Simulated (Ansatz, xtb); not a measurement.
## CH6ClF3Si3: which of two isomers lies lower

Structure a is `FC(F)(F)[SiH](Cl)[SiH2][SiH3]`, a singlet and structure b is `FC(F)(F)[SiH2][SiH]([SiH3])Cl`, a singlet. Both are isolated molecules in the gas phase, relaxed with PBE-D3(BJ)/def2-SVP, each in the lowest conformer that the search found.

a (Å):

```xyz
14

C     0.8919   -1.5402   -0.6842
Cl   -1.3711    0.3501    0.6877
F     1.3842   -2.0542   -1.8486
F     0.6845   -2.5716    0.1639
F     1.8682   -0.7590   -0.1462
Si   -0.7117   -0.5130   -1.0903
Si   -0.0942    1.2073   -2.5608
Si    1.7363    2.3297   -1.5946
H    -1.7360   -1.4980   -1.5713
H    -1.2821    2.1200   -2.7120
H     0.2539    0.6189   -3.9028
H     1.9533    3.6468   -2.2893
H     1.4385    2.5740   -0.1422
H     2.9700    1.4843   -1.7320
```

b (Å):

```yaml
atoms:
  - { symbol: C, position_ang: [-0.5646, -2.7773, 2.1673] }
  - { symbol: Cl, position_ang: [1.1255, 1.7381, 0.2385] }
  - { symbol: F, position_ang: [-0.8777, -4.0332, 1.7733] }
  - { symbol: F, position_ang: [0.5106, -2.8727, 3.0050] }
  - { symbol: F, position_ang: [-1.6052, -2.3096, 2.9123] }
  - { symbol: Si, position_ang: [-0.1769, -1.5609, 0.6962] }
  - { symbol: Si, position_ang: [0.2019, 0.5349, 1.6932] }
  - { symbol: Si, position_ang: [1.6455, 0.3302, 3.5396] }
  - { symbol: H, position_ang: [1.0620, -2.0632, 0.0145] }
  - { symbol: H, position_ang: [-1.3473, -1.5889, -0.2433] }
  - { symbol: H, position_ang: [-1.1060, 1.1721, 2.0774] }
  - { symbol: H, position_ang: [0.9296, -0.3751, 4.6571] }
  - { symbol: H, position_ang: [2.0682, 1.7014, 3.9899] }
  - { symbol: H, position_ang: [2.8556, -0.4583, 3.1249] }
```

Which of the two would you expect CCSD(T)/def2-SVP + ΔMP2/def2-TZVPP electronic energies to favour?

Structure a; the calculation gives E(b) − E(a) = +1.43 kcal/mol.

How the difference moves with the method:

| level | geometry | E(b) − E(a) (kcal/mol) | departure from the last row (kcal/mol) | job, with rough time for the two |
| --- | --- | --- | --- | --- |
| GFN2-xTB | GFN2-xTB | −2.70 | −4.13 | optimisation, 1.2 s |
| HF/STO-3G | GFN2-xTB | −1.99 | −3.42 | single point, 3.1 s |
| r2SCAN-D4/def2-SVP | GFN2-xTB | +2.01 | +0.59 | single point, 20 s |
| PBE-D3(BJ)/def2-SVP | PBE-D3(BJ)/def2-SVP | +1.99 | +0.56 | optimisation, 3.3 min |
| HF/def2-SVP | PBE-D3(BJ)/def2-SVP | +1.11 | −0.31 | part of the CCSD(T) run |
| MP2/def2-SVP | PBE-D3(BJ)/def2-SVP | +2.43 | +1.01 | part of the CCSD(T) run |
| CCSD(T)/def2-SVP | PBE-D3(BJ)/def2-SVP | +2.26 | +0.84 | single point |
| CCSD(T)/def2-SVP + ΔMP2/def2-TZVPP | PBE-D3(BJ)/def2-SVP | +1.43 |  | single point, 8.6 min |

As drawn, both hold the same kinds of bond in the same numbers.

GFN2-xTB, HF/STO-3G put the two in the other order. The largest departure from CCSD(T)/def2-SVP + ΔMP2/def2-TZVPP is that of GFN2-xTB, 4.13 kcal/mol. The last row adds to CCSD(T) the change of the MP2 difference between the two basis sets, here −0.84 kcal/mol.

With thermal terms from frequencies at re-optimised GFN2-xTB minima (ideal gas, soft modes damped towards free rotors, one conformer each, 298.15 K, 1 atm): the zero-point term adds −0.04 kcal/mol; ΔH is +1.42 and ΔG +1.38 kcal/mol.

The correlated steps freeze 24 core orbitals. Codes used: Ansatz 0.2.0, xtb 6.7.1; the last row on 2 threads of AMD EPYC (Zen 3) on a shared host.
